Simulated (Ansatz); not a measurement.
`O=CB[TeH]` + `[OH][GeH3]` → `[OH][GeH2][TeH]` + `BC=O` at 600 K and 1 bar (formal exchange of groups at a Te–B bond).

Gas-phase electronic energies from Ansatz, PBE0-D4/def2-TZVP geometries. CCSD(T)/CBS adds triple-zeta CCSD(T) − MP2 to the extrapolated MP2 energy (def2 sets, frozen cores). def2 core potentials past Kr. For Ge, Te outer-core shells are correlated without core-valence functions, which leaves a few kJ/mol of doubt a bond. Scalar relativity is left out up to krypton. One conformer a species, not always the lowest.

| species | CCSD(T)/CBS energy (Eh) | H − E (kJ/mol) | S (J/(mol·K)) |
| --- | --- | --- | --- |
| `O=CB[TeH]` | -407.52349 | 145.2 | 399.1 |
| `[OH][GeH3]` | -2153.69723 | 132.5 | 324.6 |
| `[OH][GeH2][TeH]` | -2421.45317 | 145.9 | 415.1 |
| `BC=O` | -139.76288 | 135.1 | 316.8 |

H − E and S are ideal-gas, rigid-rotor, harmonic terms from PBE0-D4/def2-TZVP, for one conformer and one mirror image of each species. 1 Eh = 2625.50 kJ/mol, R = 8.31446 J/(mol·K).

Task: By hand: ΔE, ΔH, ΔS and ΔG.

Result: ΔE = (-2421.45317) + (-139.76288) − (-407.52349) − (-2153.69723) = 0.00467 Eh = 12.3 kJ/mol. Δ(H − E) = 145.9 + 135.1 − 145.2 − 132.5 = 3.3, so ΔH = 15.6 kJ/mol. ΔS = 415.1 + 316.8 − 399.1 − 324.6 = 8.2 J/(mol·K). ΔG = 15.6 − 600 × (8.2)/1000 = 10.7 kJ/mol.

Task: By hand: the equilibrium constant, and the temperature at which ΔG would vanish if ΔH and ΔS stayed fixed.

Result: log₁₀ K = −ΔG/(RT ln 10) = -0.9. ΔG = 0 at ΔH/ΔS = 1902 K, though so small a ΔS makes that figure unsure.

The number of gas molecules stays the same, so ΔS is small and ΔH decides. A doubt of 5 kJ/mol in ΔE shifts log₁₀ K by 0.4 here. Other conformers and mirror images would add mixing entropy, several J/(mol·K) or more a flexible species. Modes under 60 cm⁻¹, often nearly free rotors, make the harmonic entropy too high. These are equilibria of isolated gas molecules and say nothing of rates. Largest T1 diagnostic: 0.021 (customary marks: 0.02 for closed shells, 0.045 for open ones).
